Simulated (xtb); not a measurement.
carbon tetrabromide (CBr₄), singlet, geometry from GFN2-xTB, atoms displaced at random by about 0.02 Å a coordinate. Base run: GFN2-xTB in xtb 6.7.1.

Input for xtb:
```
$ xtb mol.xyz --gfn 2 --opt --json

# file mol.xyz
5

Br     1.85214781    -0.39985846    -0.14709398
C     -0.01267881     0.01648443    -0.02202589
Br    -0.31498334     1.84689050    -0.41503742
Br    -0.58792785    -0.36443465     1.81049597
Br    -0.99711320    -1.10617767    -1.22134212
```

Base: optimiser steps 13.

A changed run: ΔE vs base (kcal/mol) -7.86; optimiser steps 13.

Q: Which change was made?
A. engine = lbfgs
B. alpb = ether
C. opt level = loose
D. engine = inertial
E. opt level = tight

A: B, alpb = ether
